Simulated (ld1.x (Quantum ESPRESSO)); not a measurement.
## An all-electron radial function and its pseudo partner (Ce)

Columns: radius, all-electron u(r) and pseudo u(r) of the 5d shell (level -3.06 eV) of cerium in the configuration [Kr] 4d10 4f1 5s2 5p6 5d1 6s2 6p0; PBE, scalar-relativistic, RRKJ scheme, ld1.x (Quantum ESPRESSO) 7.5.

| r (bohr) | all-electron | pseudo |
| --- | --- | --- |
| 0.150 | 0.1764 | 0.0012 |
| 0.300 | -0.0046 | 0.0090 |
| 0.450 | -0.2281 | 0.0290 |
| 0.600 | -0.2705 | 0.0647 |
| 0.750 | -0.1756 | 0.1165 |
| 0.900 | -0.0230 | 0.1827 |
| 1.050 | 0.1365 | 0.2587 |
| 1.200 | 0.2787 | 0.3389 |
| 1.350 | 0.3949 | 0.4170 |
| 1.500 | 0.4835 | 0.4871 |
| 1.650 | 0.5467 | 0.5449 |
| 1.800 | 0.5880 | 0.5875 |
| 1.950 | 0.6115 | 0.6144 |
| 2.100 | 0.6212 | 0.6266 |
| 2.250 | 0.6204 | 0.6262 |
| 2.400 | 0.6118 | 0.6165 |
| 2.550 | 0.5978 | 0.6005 |
| 2.700 | 0.5800 | 0.5809 |
| 2.850 | 0.5597 | 0.5598 |
| 3.000 | 0.5379 | 0.5379 |
| 3.150 | 0.5154 | 0.5154 |
| 3.300 | 0.4926 | 0.4926 |
| 3.450 | 0.4698 | 0.4698 |
| 3.600 | 0.4473 | 0.4473 |
| 3.750 | 0.4252 | 0.4252 |
| 3.900 | 0.4035 | 0.4035 |

**Question.** How many radial nodes do the two functions have?

**Answer.** The all-electron 5d function has n − l − 1 = 2; the pseudo-wave has 0, since the states of the same l below it are removed with the core.

**Question.** At about which radius was the pseudo-wave matched?

**Answer.** 3.00 bohr, where the columns begin to agree (steps of 0.15 bohr).

**Question.** Is the pseudo-wave norm-conserving?

**Answer.** Yes: the RRKJ scheme keeps the norm inside the radius equal to the all-electron one, which fixes the energy derivative of the logarithmic derivative at the level.
